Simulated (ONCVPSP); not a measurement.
## What the settings do to the ONCV potential of nitrogen

Base potential:

* Element: nitrogen (N)
* Generator: ONCVPSP 4.0.1
* Type: optimised norm-conserving Vanderbilt (ONCV)
* Functional: PBE
* Relativity: scalar-relativistic
* Frozen core: [He]
* Valence charge: 5
* Reference configuration: 2s2 2p3
* Partial waves: 2s: rc 0.85 bohr, ncon 4, nbas 8, qcut 9.9 1/bohr, 2 projectors, debl 1.4 Ha; 2p: rc 2.45 bohr, ncon 3, nbas 7, qcut 6.3 1/bohr, 2 projectors, debl 1.2 Ha; d scattering state at 0.1 Ha: rc 2.25 bohr, ncon 3, nbas 6, qcut 4.7 1/bohr, 2 projectors, debl 1 Ha
* Local potential: polynomial inside 0.80 bohr (lpopt 5, dvloc0 0 Ha)
* Core correction: Teter function, fcfact 3, rcfact 1.25

All-electron outer shells of the reference configuration (PBE, scalar-relativistic, ld1.x):

```csv
shell,level (eV),outermost node (bohr),outermost maximum (bohr)
1s,-384.72,–,0.15
2s,-18.58,0.32,1.02
2p,-7.09,–,0.98
```

Cutoffs, loose and tight: the cutoffs (Ha) at which the residual kinetic energy of the hardest occupied pseudo-wave falls to 1 and 0.1 mHa per electron. They do not see the model core or the augmentation charge, which bear on the density cutoff. Test errors are all-electron minus pseudo excitation energies from the reference, over the configurations 2s2 2p2; 2s2 2p1; 2s2 2p0; 2s1 2p4. A dash means not determined; rows that change the core or the reference have their own tests.

```csv
change,outcome,"cutoff, loose","cutoff, tight",bound ghosts,GHOST(+) flags above zero,largest test error (meV)
base,generated,32 Ha,41 Ha,none,d,+3293
"local potential polynomial inside 0.65 bohr (lpopt 5, dvloc0 0 Ha)",generated,32 Ha,41 Ha,none,d,+3293
"core correction Teter function fitted to the true core (icmod 2), fcfact 0.45",generated,32 Ha,41 Ha,none,d,+3320
"core correction Teter function, fcfact 3, rcfact 1.64",generated,32 Ha,41 Ha,none,d,+3320
```

**Question.** What comes out with this change to the base: s: qcut 7.8?

**Answer.** outcome: generated; cutoff, loose: 29 Ha; cutoff, tight: 78 Ha; bound ghosts: none; GHOST(+) flags above zero: d; largest test error (meV): +3293.

**Question.** What comes out with this change to the base: p: rc 3.5?

**Answer.** outcome: generated; cutoff, loose: 32 Ha; cutoff, tight: 41 Ha; bound ghosts: none; GHOST(+) flags above zero: d; largest test error (meV): +7211.
